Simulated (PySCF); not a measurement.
B(vinyl)(OH)(OMe) (C3H7BO2), SMILES C=CB(O)OC.

Coordinates come from a PBE0-D3(BJ)/def2-SVP optimisation. The values are those of a single conformer.

Computed with ωB97X/def2-TZVP run with PySCF.

Computed frontier levels, gap, dipole moment and polarisability:
highest occupied level: -10.30 eV
lowest empty level: 1.55 eV
orbital gap: 11.85 eV
dipole moment: 1.81 D
quadrupole, principal values (traceless, Buckingham form, about the centre of nuclear charge): -3.55, -1.24, 4.78 D·Å
mean static polarisability: 56.5 bohr³ (8.37 Å³)
polarisability, principal values: 41.9, 58.7, 68.7 bohr³
